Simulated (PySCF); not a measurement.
**Electron correlation in Cr⁺ (chromium, charge +1)**

[Ar] 3d4 4s1, high-spin 6D determinant (an excited configuration). All numbers are calculated (PySCF 2.14, the non-relativistic Hamiltonian (point nucleus), in dyall-av2z). Frozen: [Ar]; 5 electrons correlated; the 25 highest virtual orbitals of each spin left out.

```
  level  correlation energy (mhartree)
   CCSD                         -53.83
    (T)                          -0.63
CCSD(T)                         -54.46
```

Diagnostics: T1 = 0.0078, D1 = 0.0138, largest double amplitude 0.020.

Cost of the coupled-cluster step: about 13 core-seconds, for 5 correlated electrons.
